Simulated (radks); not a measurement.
The numbers below are computed, except where a source is named.
Trend from La+ to Lu+: ionisation energy by Delta-SCF between NIST ground configurations, and size. Code: a radial shooting solver on a logarithmic mesh with Libxc functionals. Model: Dirac Kohn-Sham, PBE, spin-unpolarised, spherical densities, finite nucleus; open shells fill j = l - 1/2 first; Fermi nuclear charge, rms radius of each element as measured or else 0.836 A^(1/3) + 0.57 fm.

species     configuration  configuration of the ion  IE (eV)  NIST (eV)       kind  outermost  <r> outermost (bohr)  r at 0.001 e/bohr^3 (bohr)
La+              [Xe] 5d2                  [Xe] 5d1   10.899     11.185       exp.      5d3/2                  2.87                        4.40
Ce+          [Xe] 4f1 5d2                  [Xe] 4f2    9.680      10.96  semi-emp.      5d3/2                  2.82                        4.36
Pr+          [Xe] 4f3 6s1                  [Xe] 4f3   10.616      10.63  semi-emp.      6s1/2                  4.08                        4.63
Nd+          [Xe] 4f4 6s1                  [Xe] 4f4   10.776      10.78  semi-emp.      6s1/2                  4.02                        4.60
Pm+          [Xe] 4f5 6s1                  [Xe] 4f5   10.929      10.94  semi-emp.      6s1/2                  3.97                        4.57
Sm+          [Xe] 4f6 6s1                  [Xe] 4f6   11.077      11.08  semi-emp.      6s1/2                  3.92                        4.54
Eu+          [Xe] 4f7 6s1                  [Xe] 4f7   11.225      11.24  semi-emp.      6s1/2                  3.86                        4.51
Gd+      [Xe] 4f7 5d1 6s1              [Xe] 4f7 5d1   12.065      12.08  semi-emp.      6s1/2                  3.67                        4.59
Tb+          [Xe] 4f9 6s1                  [Xe] 4f9   11.517      11.51  semi-emp.      6s1/2                  3.77                        4.45
Dy+         [Xe] 4f10 6s1                 [Xe] 4f10   11.662      11.65  semi-emp.      6s1/2                  3.72                        4.43
Ho+         [Xe] 4f11 6s1                 [Xe] 4f11   11.807      11.78  semi-emp.      6s1/2                  3.67                        4.40
Er+         [Xe] 4f12 6s1                 [Xe] 4f12   11.952      11.92  semi-emp.      6s1/2                  3.63                        4.38
Tm+         [Xe] 4f13 6s1                 [Xe] 4f13   12.098      12.07  semi-emp.      6s1/2                  3.59                        4.35
Yb+         [Xe] 4f14 6s1                 [Xe] 4f14   12.246     12.179       exp.      6s1/2                  3.55                        4.33
Lu+         [Xe] 4f14 6s2             [Xe] 4f14 6s1   14.267      14.13  semi-emp.      6s1/2                  3.27                        4.63

Reference values: NIST Atomic Spectra Database (exp. = measured, semi-emp. = semi-empirical, theory = theoretical value adopted there). Spin polarisation and multiplet splitting are left out, so open shells lie too high by an amount that depends on their filling.

Beside tabulated values, note that spin-unpolarised runs miss the spin-polarisation part of the exchange energy of open shells.
